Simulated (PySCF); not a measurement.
## Relaxation of singlet CrO2Cl2

All numbers come from PySCF, B3LYP, basis Cr def2-SVP, O def2-SVP, Cl def2-SVP (no relativity, density fitting). A (50,194) grid was used.

A hand-made see-saw (ligand arrangement 1) start, of C2v symmetry, held to at least that symmetry:

```xyz
5
charge 0 multiplicity 1, angstrom
Cr    0.0000    0.0000   -0.3026
O     1.3239    0.0000    0.7317
O    -1.3239    0.0000    0.7317
Cl    0.0000    2.2016   -0.1100
Cl    0.0000   -2.2016   -0.1100
```

(1) What forces act on the atoms at the start (eV/Å)?

(2) What does it relax to?

(3) How much energy is released, and in how many steps?

Results:

(1) 
```json
{"atom": "Cr1", "Fx": "0.00", "Fy": "0.00", "Fz": "11.45"}
{"atom": "O2", "Fx": "-3.92", "Fy": "0.00", "Fz": "-3.74"}
{"atom": "O3", "Fx": "3.92", "Fy": "0.00", "Fz": "-3.74"}
{"atom": "Cl4", "Fx": "0.00", "Fy": "1.21", "Fz": "-1.98"}
{"atom": "Cl5", "Fx": "0.00", "Fy": "-1.21", "Fz": "-1.98"}
```

(2) It ends at C2v with Cr–Cl 2.129 Å (×2), Cr–O 1.539 Å (×2); Cl–Cr–Cl 111.5°, Cl–Cr–O 109.1° (×4), O–Cr–O 108.9°. A frequency run shows a minimum. Other isomers or separated fragments may lie lower.

(3) 393.7 kJ/mol in 9 steps.
